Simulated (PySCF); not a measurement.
# From computed data to an observable: chemical shift, span and skew from a shielding tensor

CH₆Cl₂OSi₂, SMILES C[Si](Cl)(Cl)[SiH2]O. Atoms are numbered in the order given.

```xyz
12

C      1.7382    -1.1756    -0.8308
Si     0.5017     0.0085    -0.1045
Cl     1.3357     1.9058    -0.0515
Cl     0.1214    -0.6047     1.8608
Si    -1.6472     0.0372    -1.0287
O     -2.3617    -1.3926    -0.5396
H      1.3123    -2.1903    -0.8578
H      2.6551    -1.1918    -0.2224
H      1.9997    -0.8729    -1.8563
H     -2.3594     1.2552    -0.5321
H     -1.6397     0.0340    -2.5175
H     -2.2378    -1.5981     0.3943
```

The structure is a stationary point at PBE0-D3(BJ)/def2-SVP. This is a generated structure with no PubChem entry under its InChIKey; it may be hypothetical. One conformer was computed; it need not be the lowest.

GIAO shieldings from PBE0/pcSseg-1 (PySCF), non-relativistic, no solvent. The symmetric part of the tensor of C1 has the principal values 164.0, 174.2, 189.4 ppm. The same nucleus in TMS has σ = 186.3 ppm at this level (PySCF, at its B3LYP-D3(BJ)/def2-TZVP geometry). Without spin–orbit terms, shifts of atoms bonded to Cl or Br come out too high.

### Question
Work out the isotropic shielding, the ¹³C shift against TMS, the span and the skew.

### Answer

σ(iso) = (σ11 + σ22 + σ33)/3 = 175.9 ppm. δ = σ(ref) − σ(iso) = 186.3 − (175.9) = 10.4 ppm.
Span Ω = σ33 − σ11 = 25.4 ppm. Skew κ = 3(σ(iso) − σ22)/Ω = 0.20. Tumbling in solution averages the tensor to δ; in a static solid the shielding alone would spread this spin-1/2 line over Ω.
